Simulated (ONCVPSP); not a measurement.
## boron (B), ONCV: configuration errors across variants

boron, optimised norm-conserving Vanderbilt (ONCV), made with ONCVPSP 4.0.1 (PBEsol, non-relativistic). Core [He], reference 2s2 2p1. Waves: 2s: rc 1.25 bohr, ncon 4, nbas 9, qcut 4.8 1/bohr, local; 2p: rc 3.95 bohr, ncon 3, nbas 6, qcut 3.6 1/bohr, 3 projectors, debl 0.8 Ha. Local part: the s channel. Core correction: Teter function, parameters optimised by the program.

All-electron excitation energies from the reference (eV): (1) 2s2 2p0 8.142; (2) 2s1 2p0 33.396; (3) 2s2 2p0.5 2.857; (4) 2s1 2p1 14.259.

Errors AE − PS in meV (a dash: test not solved or not reliable):

```tsv
change	(1)	(2)	(3)	(4)	bound ghosts	GHOST(+) flags above zero
base	+246	+699	+42	-78	none	none
s: qcut 3.1; p: qcut 2.3	+501	+1363	+90	-139	none	none
s: qcut 3.5; p: qcut 2.6	+422	+1165	+75	-121	none	none
s: qcut 3.8; p: qcut 2.9	+359	+1001	+63	-106	none	none
s: qcut 4.5; p: qcut 3.4	+278	+781	+47	-85	none	none
s: qcut 5.2; p: qcut 3.9	+216	+612	+36	-70	none	none
s: qcut 5.7; p: qcut 4.3	+207	+588	+35	-67	none	none
s: qcut 6.1; p: qcut 4.5	+198	+563	+33	-65	none	none
s: qcut 6.6; p: qcut 5	+193	+550	+32	-63	none	none
```

Problem. Give the same row for: s: qcut 7.1; p: qcut 5.3.

Solution. +186, +531, +31, -61; bound ghosts: none; GHOST(+) flags above zero: none.
